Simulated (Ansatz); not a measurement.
Species: CH₄B₂, SMILES `BB=C` (charge 0, multiplicity 1).

Question: Give a relaxed geometry from B3LYP-D3(BJ)/def2-TZVP in Ansatz (a first-principles code).

Answer: One answer among several that fit: the end point of this relaxation, one of several conformers (outside a Z-matrix the atoms follow the SMILES, hydrogens last).
Cartesian coordinates (Å) in one orientation:
```xyz
7

B      1.491     0.104    -0.164
B     -0.097    -0.007     0.011
C     -1.478    -0.103     0.163
H      1.972     0.856    -0.954
H      2.230    -0.564     0.491
H     -2.174     0.493    -0.418
H     -1.944    -0.780     0.871
```
